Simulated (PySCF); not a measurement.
Species: C2H5BGe.
Structure used (PBE0-D3(BJ)/def2-SVP), in Å, numbered top down from 1:
```
atom  x, y, z in Å
B1    -1.5485    1.0164    0.1080
Ge2   -0.5160   -0.7549   -0.1309
C3     1.3360   -0.3542    0.1014
C4     2.5036   -0.0546    0.2668
H5    -1.2562    1.9565   -0.5897
H6    -2.4294    1.1454    0.9225
H7    -0.8783   -1.8688    0.8669
H8    -0.6908   -1.3099   -1.5598
H9     3.5373    0.2070    0.4083
```

Linear response at CAM-B3LYP/def2-SVPD (PySCF, frozen core in the response, non-relativistic). The CAM-B3LYP/def2-SVPD calculation is non-relativistic and has no spin–orbit coupling, an omission that weighs most on germanium.

Static isotropic polarisability: 68.26 au (10.12 Å³), principal values 55.5, 64.4, 84.8 au.

Task: What is the polarisability at 1064 nm and at the sodium D line?

Result: 69.04 au at 1064 nm (+1.1 %), 70.92 au at 589.3 nm (+3.9 %). The rise at 589.3 nm is 3.40 times that at 1064 nm; a pure ω² law gives 3.26. The lowest singlet lies at 305 nm, shorter than both wavelengths.

Task: What is the isotropic C6 coefficient between two such molecules, C6 = (3/π)∫α(iω)² dω?

Result: 1568 au (Eh·bohr⁶) by a ten-point quadrature over imaginary frequencies, which is 937 eV·Å⁶ or 90.4 J·nm⁶/mol.

Task: Which effective excitation energy ω̄ makes London's formula C6 = (3/4)α²ω̄ exact here?

Result: ω̄ = 4·C6/(3α²) = 0.449 Eh = 12.2 eV. A one-pole form α(ω) = α/(1 − ω²/ω̄²) fitted to the 1064 nm value gives 11.0 eV. London's choice of the ionisation energy (10.02 eV, ΔSCF at the same level) gives C6 = 1290 au, 18 % too low.

Task: What n − 1 at the D line would an ideal gas of it have at 273.15 K and 1 atm (2.6868 × 10¹⁹ cm⁻³), by n − 1 = 2π·N·α′?

Result: 17.74 × 10⁻⁴, a formal value whether or not that pressure can be reached.

Task: How many electrons N does the Slater–Kirkwood formula C6 = (3/4)·√N·α^(3/2) need to give this C6?

Result: N = (4·C6/3)²/α³ = 13.7; the species has 54 electrons in all.

Task: How anisotropic is the static polarisability, by Δα² = ½[(α1 − α2)² + (α2 − α3)² + (α3 − α1)²]?

Result: Δα = 26.0 au, or 0.38 of the isotropic value.

Task: What molar refraction at the D line follows from R = (4π/3)·N_A·α′, with α′ the polarisability volume?

Result: α′ = 10.51 Å³ gives R = 26.51 cm³/mol, for isolated, non-vibrating species.

One conformer stands for the species.
